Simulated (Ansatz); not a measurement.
Process, species as SMILES: Br[Si]Br -> Br[Si]Br as doublet, charge +1 + e-
Geometries: B3LYP-D3(BJ)/def2-TZVP minima from Ansatz (a first-principles code). Unstable Hartree-Fock reference: Br[Si]Br. A spin state is the lowest found, not a proven ground state.

Property: adiabatic ionisation energy (electronic energy difference), in eV. Correlated levels leave the core frozen unless marked. Open shells are spin-unrestricted. Spin-orbit coupling is left out. Frozen are the shells of the preceding noble gas and the d and f shells that filled before the atom's block. Non-relativistic. CBS(X,Y): correlation extrapolated as X^-3; Hartree-Fock from the larger set. The bracket is a focal-point correction in the basis named.

```
level                                                                 program  adiabatic ionisation energy (eV)
-------------------------------------------------------------  --------------  --------------------------------
HF/def2-SVP                                                            Ansatz                              8.48
BLYP-D4/def2-TZVPD                                             Ansatz + dftd4                              9.02
PBE0/6-31G*                                                            Ansatz                              9.25
MP2/6-31G*                                                             Ansatz                              9.01
RI-MP2/CBS(def2-TZVPPD,def2-QZVPPD)                                    Ansatz                              9.22
SCS-MP2/def2-SVP                                                       Ansatz                              8.99
RI-MP2/CBS(def2-TZVPPD,def2-QZVPPD)+[CCSD(T)-MP2]/def2-TZVPPD          Ansatz                              9.31
```
